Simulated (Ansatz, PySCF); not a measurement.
Input for Ansatz (a program for electronic structure):
Ansatz 0.2 input:
```yaml
crystal:
  periodic: [false, false, false]
  atoms:
    - {symbol: C, position_ang: [2.99543489, 0.71645820, 0.59060927]}
    - {symbol: C, position_ang: [2.23011091, -0.21318951, -0.35054796]}
    - {symbol: C, position_ang: [2.56246515, -1.67867569, -0.07408398]}
    - {symbol: O, position_ang: [0.83738832, -0.05289581, -0.19643926]}
    - {symbol: B, position_ang: [0.11612128, 1.07790115, -0.44824894]}
    - {symbol: O, position_ang: [-1.19709504, 1.11558943, -0.22256510]}
    - {symbol: C, position_ang: [-1.97272958, 0.01057458, 0.28366662]}
    - {symbol: C, position_ang: [-3.18823560, 0.58141785, 1.00267064]}
    - {symbol: C, position_ang: [-2.37071251, -0.90068179, -0.87147059]}
    - {symbol: H, position_ang: [4.06594923, 0.59928137, 0.44622271]}
    - {symbol: H, position_ang: [2.74790643, 0.48426470, 1.62387512]}
    - {symbol: H, position_ang: [2.71668037, 1.74915316, 0.39069055]}
    - {symbol: H, position_ang: [2.50241608, 0.02995059, -1.39071974]}
    - {symbol: H, position_ang: [1.99576938, -2.32172630, -0.74270712]}
    - {symbol: H, position_ang: [3.62344685, -1.85733129, -0.22446416]}
    - {symbol: H, position_ang: [2.29987812, -1.92898629, 0.95094009]}
    - {symbol: H, position_ang: [-1.34179565, -0.54815862, 0.98720560]}
    - {symbol: H, position_ang: [-3.78604680, -0.22333906, 1.42400379]}
    - {symbol: H, position_ang: [-3.79673578, 1.14961893, 0.30346461]}
    - {symbol: H, position_ang: [-2.87237867, 1.24504246, 1.80360466]}
    - {symbol: H, position_ang: [-2.96337512, -0.34542598, -1.59513527]}
    - {symbol: H, position_ang: [-1.47845853, -1.27726565, -1.36537420]}
    - {symbol: H, position_ang: [-2.95420823, -1.74155438, -0.50339102]}
basis:
  gaussian:
    orbitals: STO-3G
magnetization: {spin_polarized: true, initial_magnetization: 1}
correlation: {method: ccsd_t, electrons: outside_noble_gas}
accuracy: high
```

**Question.** Write the same job for PySCF.

**Answer.** One answer among several that fit: 
```python
from pyscf import gto, scf, cc

mol = gto.Mole()
mol.atom = '''
    C     2.995435    0.716458    0.590609
    C     2.230111   -0.213190   -0.350548
    C     2.562465   -1.678676   -0.074084
    O     0.837388   -0.052896   -0.196439
    B     0.116121    1.077901   -0.448249
    O    -1.197095    1.115589   -0.222565
    C    -1.972730    0.010575    0.283667
    C    -3.188236    0.581418    1.002671
    C    -2.370713   -0.900682   -0.871471
    H     4.065949    0.599281    0.446223
    H     2.747906    0.484265    1.623875
    H     2.716680    1.749153    0.390691
    H     2.502416    0.029951   -1.390720
    H     1.995769   -2.321726   -0.742707
    H     3.623447   -1.857331   -0.224464
    H     2.299878   -1.928986    0.950940
    H    -1.341796   -0.548159    0.987206
    H    -3.786047   -0.223339    1.424004
    H    -3.796736    1.149619    0.303465
    H    -2.872379    1.245042    1.803605
    H    -2.963375   -0.345426   -1.595135
    H    -1.478459   -1.277266   -1.365374
    H    -2.954208   -1.741554   -0.503391
'''
mol.basis = 'sto-3g'
mol.charge = 0
mol.spin = 1
mol.verbose = 4
mol.build()

mf = scf.UHF(mol)
mf.kernel()

mycc = cc.CCSD(mf, frozen=9)
mycc.kernel()
et = mycc.ccsd_t()
print('E(CCSD(T)) = %.10f' % (mycc.e_tot + et))
```

Both were run: Ansatz gave -405.262237 Eh and PySCF -405.262237 Eh, 0.000 mEh apart.
